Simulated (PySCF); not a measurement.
An unknown shows these calculated signals:

1H NMR (400 MHz, computed): δ 5.89 (m, 1H), 5.89 (m, 1H), 5.70 (m, 1H), 5.51 (dt, J = 63.3, 1.9 Hz, 1H), 4.41 (m, 1H), 4.16 (br, 1H), 4.10 (m, 1H), 2.30 (m, 1H).

13C{1H} NMR (computed): δ 140.6 (CH, d, J = 6.9 Hz), 127.5 (CH2), 104.6 (CH, d, J = 278.1 Hz), 57.8 (CH2, d, J = 3.0 Hz), 45.0 (CH, d, J = 21.1 Hz).

Gas phase, single conformer, non-relativistic Hamiltonian. NMR shieldings at PBE0/pcSseg-1/GIAO; PBE0-D3(BJ)/def2-SVP geometry; spin–spin couplings from B3LYP/pcJ-1 (spin–dipole term only in couplings to heteroatoms); PySCF 2.14.0 with density-fitted response routines.

Scale: TMS for 1H, 13C (reference shieldings calculated alike).

Task: Which of these does the molecule contain: a non-aromatic C=C double bond, an ester, an NH or NH2 group, a CF3 group, a vinyl group CH=CH2?

Result: 
- A non-aromatic C=C double bond: yes.
- An ester: no.
- An NH or NH2 group: no.
- A CF3 group: no.
- A vinyl group CH=CH2: yes (δC 127.5, 140.6; δH 5.89 (m), 5.70 (m), 5.89 (m)).

The data belong to `C=C[C@@H]1COBO[C@H]1F`, C$_{5}$H$_{8}$BFO$_{2}$; they needn't prove each group on their own.

Carbon signals by region: 3 in the sp2 and nitrile region (100–160 ppm), 1 at 50–100 ppm, 1 below 50 ppm.

Hydrogens on boron are broadened and split by 11B (spin 3/2, 80 %) and 10B (spin 3). C–F couplings over four or more bonds (about 3 Hz to the para carbon of a fluoroarene) are left out. Common functionals overestimate the size of one-bond C–F couplings by tens of Hz; these are unscaled. Multiplet labels drop couplings under 1 Hz and merge nearly equal ones. Unscaled 3J(H,H) at this level run about 10 % above measured values. Shifts are as computed. Against solution values, carbons near 30 ppm lie about +2 ppm off and those near 130 ppm about +5 ppm. Of 1309 compounds with measured shifts, 239 miss one by over three times the rms of a fit or turn the order of signals round; such compounds aren't used in these exercises. Couplings across =CH–CH2 type bonds come from one rotamer and its mirror image, and can be 1–2 Hz further off. 3J across rotatable bonds or in flexible rings reflects this conformer alone.
